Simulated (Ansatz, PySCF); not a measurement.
This Ansatz (a first-principles code) input computes a SVWN5/def2-TZVPD energy:

Ansatz 0.2 input:
```yaml
crystal:
  periodic: [false, false, false]
  atoms:
    - {symbol: N, position_ang: [-0.00000000, -0.00000000, -0.56338702]}
    - {symbol: O, position_ang: [0.00000000, 0.00000000, 0.49296364]}
basis:
  gaussian:
    orbitals: def2-TZVPD
hamiltonian:
  xc: {name: SVWN5}
total_charge: 1
output: {forces: true}
```

### Question
Write an input for the same energy in PySCF and say what it gives.

### Answer

```python
from pyscf import gto, scf, dft

mol = gto.M(
    atom='''
    N    -0.00000000   -0.00000000   -0.56338702
    O     0.00000000    0.00000000    0.49296364
    ''',
    basis='def2-tzvpd',
    charge=1,
    spin=0,
    verbose=4,
)

mf = dft.RKS(mol, xc='svwn').density_fit(auxbasis='def2-universal-jkfit')
mf.grids.level = 3
mf.conv_tol = 1e-9
mf.max_cycle = 100
mf.max_memory = 1500
mf.kernel()
if not mf.converged:
    mf = mf.newton()
    mf.kernel(mf.make_rdm1())
mf.analyze()
```
It gives -128.62609 Eh, and Ansatz -128.62607 Eh, a difference of 0.02 mEh, from the treatment of integrals and grids.
